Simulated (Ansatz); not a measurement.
An input meant for MoSe₂⁺ (charge 1, doublet).

```yaml
crystal:
  periodic: [false, false, false]
  atoms:
    - {symbol: Mo, position_ang: [-0.429379, -0.341069, 0.709038]}
    - {symbol: Se, position_ang: [0.018949, 1.794174, 0.307970]}
    - {symbol: Se, position_ang: [0.410429, -1.453095, -1.017008]}
basis:
  gaussian: {orbitals: def2-mTZVP}
total_charge: 1
magnetization: {spin_polarized: true, initial_magnetization: 7}
hamiltonian: {xc: {name: r2SCAN50}, dispersion: d3bj}
scf: {omitted_lower_state_checks: [starts]}
output: {forces: true}
```

```sh
$ ansatz run in.yaml --threads 4 --pin off --events-out ev --progress --plain --max-ram 3916MiB
```

Shortened log:

```
Warning: the engine holds no damping parameters fitted to this dispersion correction and functional, so the run takes those fitted to r2scan50 beside the three-body term, which d3bj leaves out (hamiltonian.dispersion, under Limitations)
Functional definition: r2SCAN50
1032 factors; integrals over basis functions are off by at most 3.1e-4 eV
mean field evaluation 1: about -132534.3659 eV, gradient 3.6e1 eV
mean field evaluation 2: about -132529.7998 eV, gradient 4.7e1 eV
mean field evaluation 4: about -132540.7125 eV, gradient 2.2e0 eV
mean field evaluation 8: about -132540.7626 eV, gradient 9.5e-2 eV
mean field evaluation 16: about -132540.7630 eV, gradient 9.2e-4 eV
mean field -132540.76304084 eV, -4870.7832023950 hartree, gradient 3.2e-5 eV, S^2 15.784427; 0 other end points of the search recorded, 0 dependent functions left out
reference -132540.76305066 eV, -4870.7832027558 hartree; 44, 37 occupied and 61, 68 virtual orbitals, 1032 factors
Total energy: -132540.81515215 eV, -4870.7851174502 hartree
Atom 0 at    -0.429379    -0.341069     0.709038 Å, force    -4.188877    -3.327388     6.917142 eV/Å
Atom 1 at     0.018949     1.794174     0.307970 Å, force     1.549310     6.185456    -1.613564 eV/Å
Atom 2 at     0.410429    -1.453095    -1.017008 Å, force     2.639567    -2.858068    -5.303579 eV/Å
Dipole moment:    -0.234976    -0.186651     0.388019 e Å
Checks for a lower state left out: starts
```

Q: What is wrong with this run?

A: The spin is set far too high (7 unpaired electrons typed, 1 in the doublet as meant). Self-consistency was reached. The result belongs to that input, not to the species as meant.
